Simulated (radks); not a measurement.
Question: The mean radii <r> (bohr) of the occupied orbitals of an atom or ion are listed with their occupations. Calculated with a radial shooting solver on a logarithmic mesh with Libxc functionals: non-relativistic Kohn-Sham, AM05, spin-unpolarised, spherical densities, point nucleus.

orbital  occ.      <r>
1s          2  0.05698
2s          2   0.2591
2p          6   0.2264
3s          2   0.7850
3p          6   0.8211
3d          7    1.014

Name the element and its charge.

Answer: Z = 27, cobalt, charge +2: Co2+ in [Ar] 3d7. The 1s radius gives Z: for a bare nucleus <r> = 1.5/Z, 0.05556 bohr for Z = 27, and screening makes it slightly larger (0.05698 here). The occupations add up to 25, and the charge is Z minus that.
